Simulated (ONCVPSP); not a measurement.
## Ar (Z = 18): excitation energies, all-electron against ONCV

* Element: argon (Ar)
* Generator: ONCVPSP 4.0.1
* Type: optimised norm-conserving Vanderbilt (ONCV)
* Functional: PBE
* Relativity: scalar-relativistic
* Frozen core: [He]
* Valence charge: 16
* Reference configuration: 2s2 2p6 3s2 3p6
* Partial waves: 2s+3s: rc 0.55 bohr, ncon 4, nbas 7, qcut 21.4 1/bohr, 2 projectors; 2p+3p: rc 0.55 bohr, ncon 4, nbas 8, qcut 31.9 1/bohr, 2 projectors
* Local potential: polynomial inside 0.45 bohr (lpopt 5, dvloc0 0 Ha)
* Core correction: Teter function, fcfact 5.5, rcfact 1.25

Energies are relative to the spin-unpolarised reference configuration 2s2 2p6 3s2 3p6; without spin polarisation the order of configurations can differ from experiment.

```
valence configuration  charge  ΔE all-electron (eV)  error AE − PS (meV)
      2s2 2p6 3s2 3p4      +2                44.717                 +5.0
      2s2 2p6 3s2 3p3      +3                87.300                  +10
```

(1) What are ΔE and the potential's error for 2s2 2p6 3s2 3p5?

(2) What are ΔE and the potential's error for 2s2 2p6 3s1 3p6?

## Answers

(1) ΔE = 16.057 eV all-electron; the error (AE − PS) is +2.0 meV.

(2) ΔE = 30.673 eV all-electron; the error (AE − PS) is +2.4 meV.
